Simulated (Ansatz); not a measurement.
**Worked example: CHClF2 + C4H11BO → CH2F2O + C4H10BCl**

Gas-phase species: CHClF2 (difluorochloromethane) `FC(F)Cl`, singlet; C4H11BO `CCB(O)CC`, singlet; CH2F2O `OC(F)F`, singlet; C4H10BCl (chlorodiethylborane) `CCB(Cl)CC`, singlet. The partners trade Cl for OH: C–Cl and B–OH bonds give way to C–OH and B–Cl.

Shapes, held fixed at every level: PBE0-D4/def2-TZVP. Flexible molecules stand in one conformer, not always the lowest. Programs: Ansatz 0.2.0. Electronic energies: no zero-point or thermal term.

At MP2/def2-TZVPP; 1 Eh = 2625.50 kJ/mol:

```
 species  energy (Eh)
  CHClF2  -697.787660
 C4H11BO  -258.640886
  CH2F2O  -313.824116
C4H10BCl  -642.610074
```

Problem. Work out ΔE of the reaction at this level.

Solution. 
1. Products less reactants: (-313.824116) + (-642.610074) − [(-697.787660) + (-258.640886)] = -0.005644 Eh = -14.8 kJ/mol.

Other levels give -23.8 (MP2/def2-SVP) to -9.9 kJ/mol (B2PLYP/def2-TZVPP). No measured value is set beside it here.
